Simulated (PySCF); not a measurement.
# Radial density of Cr¹⁰⁺ (chromium, charge +10)

UHF, [Ne] 3s2 3p2, high-spin 3P determinant. Computed with PySCF 2.14 in an even-tempered Gaussian basis (19 s from 0.49 bohr⁻², ratio 2.5; 12 p from 0.64 bohr⁻², ratio 2.5; 5 d from 3.8 bohr⁻², ratio 2.7; 4 f from 5.7 bohr⁻², ratio 2.7), with the spin-free X2C one-electron Hamiltonian (Gaussian nucleus).

```csv
r (bohr),4πr²ρ (e/bohr),4πr²(ρα − ρβ)
0.00136,0.2714,0.0000
0.00228,0.6939,0.0000
0.00384,1.728,0.0001
0.00646,4.109,0.0003
0.0109,9.021,0.0013
0.0183,17.28,0.0065
0.0307,26.34,0.0341
0.0517,28.11,0.1575
0.0870,21.88,0.5344
0.146,26.28,0.9812
0.246,28.94,0.3553
0.414,10.27,0.5068
0.696,6.799,3.1083
1.17,1.996,1.0106
1.97,0.01889,0.0113
```

Densities and radii are taken from the X2C orbitals without a picture-change correction, which distorts them close to the nucleus.
